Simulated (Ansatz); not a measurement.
A run for Ansatz (a program for electronic structure): U-HF/def2-TZVPP on BHN (SMILES [B]=N), 2S+1 = 2.

Ansatz 0.2 input:
```yaml
crystal:
  periodic: [false, false, false]
  atoms:
    - {symbol: B, position_ang: [-0.00000000, -0.00000000, -0.83561268]}
    - {symbol: N, position_ang: [0.00000000, 0.00000000, 0.39812904]}
    - {symbol: H, position_ang: [0.00000000, 0.00000000, 1.39116013]}
basis:
  gaussian:
    orbitals: def2-TZVPP
hamiltonian:
  xc: {name: HF}
magnetization: {spin_polarized: true, initial_magnetization: 1}
accuracy: high
relax: {f_tol: 0.0005, max_steps: 60}
output: {forces: true}
```

Output:

```
Functional definition: HF
[...]
integrals: 0.06 GiB planned
1152 factors; integrals over basis functions are off by at most 2.1e-9 eV
mean field: 0.16 GiB planned
mean field evaluation 1: about -2164.1029 eV, gradient 2.9e1 eV
mean field evaluation 2: about -2164.1038 eV, gradient 2.9e1 eV
mean field evaluation 4: about -2168.0699 eV, gradient 3.0e0 eV
mean field evaluation 8: about -2168.2693 eV, gradient 3.6e-1 eV
mean field evaluation 16: about -2168.2788 eV, gradient 2.5e-8 eV
mean field -2168.27875050 eV, -79.6827743688 hartree, gradient 2.5e-8 eV, S^2 0.835376; 0 other end points of the search recorded, 0 dependent functions left out
the calculation of the forces begins
reference -2168.27875050 eV, -79.6827743688 hartree; 7, 6 occupied and 69, 70 virtual orbitals, 1152 factors
relax step   1: F+E_penalty+E_count = -2168.27875050 eV  Δ(F+E_penalty+E_count) = +0.000e0 eV  max|allowed force component| = 9.826e-1 eV/Å  Δτ_max = 0.0000 Å  (57 SCF iters, accepted)
these checks for a lower state are left out or cut short: starts, cluster_reference, orbital_swaps, neighbouring_geometries, increment
integrals: 0.06 GiB planned
1152 factors; integrals over basis functions are off by at most 2.0e-9 eV
mean field: 0.16 GiB planned
mean field evaluation 32: about -2168.2893 eV, gradient 2.4e-8 eV
mean field -2168.28925140 eV, -79.6831602696 hartree, gradient 2.4e-8 eV, S^2 0.828124; 0 other end points of the search recorded, 0 dependent functions left out
the calculation of the forces begins
reference -2168.28925140 eV, -79.6831602696 hartree; 7, 6 occupied and 69, 70 virtual orbitals, 1152 factors
relax step   2: F+E_penalty+E_count = -2168.28925140 eV  Δ(F+E_penalty+E_count) = -1.050e-2 eV  max|allowed force component| = 1.120e-1 eV/Å  Δτ_max = 0.0112 Å  (42 SCF iters, accepted)
these checks for a lower state are left out or cut short: starts, cluster_reference, orbital_swaps, neighbouring_geometries, increment
integrals: 0.06 GiB planned
1152 factors; integrals over basis functions are off by at most 2.0e-9 eV
mean field: 0.16 GiB planned
mean field -2168.28940168 eV, -79.6831657923 hartree, gradient 8.9e-8 eV, S^2 0.827470; 0 other end points of the search recorded, 0 dependent functions left out
the calculation of the forces begins
reference -2168.28940168 eV, -79.6831657923 hartree; 7, 6 occupied and 69, 70 virtual orbitals, 1152 factors
relax step   3: F+E_penalty+E_count = -2168.28940168 eV  Δ(F+E_penalty+E_count) = -1.503e-4 eV  max|allowed force component| = 4.221e-3 eV/Å  Δτ_max = 0.0017 Å  (35 SCF iters, accepted)
these checks for a lower state are left out or cut short: starts, cluster_reference, orbital_swaps, neighbouring_geometries, increment
integrals: 0.06 GiB planned
1152 factors; integrals over basis functions are off by at most 2.0e-9 eV
mean field: 0.16 GiB planned
mean field -2168.28940184 eV, -79.6831657981 hartree, gradient 1.6e-8 eV, S^2 0.827475; 0 other end points of the search recorded, 0 dependent functions left out
the calculation of the forces begins
reference -2168.28940184 eV, -79.6831657981 hartree; 7, 6 occupied and 69, 70 virtual orbitals, 1152 factors
relax step   4: F+E_penalty+E_count = -2168.28940184 eV  Δ(F+E_penalty+E_count) = -1.584e-7 eV  max|allowed force component| = 1.434e-4 eV/Å  Δτ_max = 0.0001 Å  (32 SCF iters, accepted)
integrals: 0.06 GiB planned
1152 factors; integrals over basis functions are off by at most 2.0e-9 eV
mean field: 0.16 GiB planned
mean field evaluation 64: about -2168.2894 eV, gradient 9.9e-9 eV
mean field -2168.28940184 eV, -79.6831657981 hartree, gradient 1.6e-8 eV, S^2 0.827475; 1 other end points of the search recorded, 0 dependent functions left out
the calculation of the forces begins
reference -2168.28940184 eV, -79.6831657981 hartree; 7, 6 occupied and 69, 70 virtual orbitals, 1152 factors
Total energy: -2168.28940184 eV, -79.6831657981 hartree
Atom 0 at    -0.000000     0.000000    -0.823622 Å, force    -0.000000     0.000000    -0.000089 eV/Å
Atom 1 at     0.000000    -0.000000     0.399008 Å, force     0.000000    -0.000000     0.000143 eV/Å
Atom 2 at    -0.000000     0.000000     1.378290 Å, force    -0.000000     0.000000    -0.000054 eV/Å
Dipole moment:    -0.000000     0.000000     0.021250 e Å
```

The calculation finished and met its thresholds.

Cost: roughly 8 core-seconds.
